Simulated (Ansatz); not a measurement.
Coupled-cluster diagnostics for the cluster Ba₂Se₂ (the lowest singlet isomer of a short search), Ansatz.

Geometry of the singlet (PBE-D4/def2-SVP):

```xyz
4

Ba   -0.8643    1.3979   -1.2516
Ba    0.8624   -1.3877    1.2642
Se   -1.8799   -0.8212    0.3809
Se    1.8818    0.8110   -0.3935
```

In the def2 sets Ba takes a core potential; there is no spin–orbit coupling. Correlated methods freeze 18 core orbitals; core or outer-core shells of Ba, Se are correlated, in sets that lack core-valence functions. The structure comes from a short search, and lower isomers may exist.

Q: Estimate the CCSD(T) correlation energy, the shares of MP2 and (T), T1 and the reference's ⟨S²⟩ for: charge 0, singlet, own geometry in def2-TZVPP; and the rough time on 4 threads of Arm Neoverse V1 on a shared host.

A: 
```tsv
state	basis	correlation (eV)	MP2 share (%)	(T) share (%)	T1	⟨S²⟩ (pure)	wall time
charge 0, singlet, own geometry	def2-TZVPP	-25.299	93.7	3.9	0.011	0.00 (0.00)	96 s
```
Customary marks for T1 are 0.02 (closed shells), 0.045 (open shells) and about 0.05 (3d metals). T1 stays under 0.02 throughout.
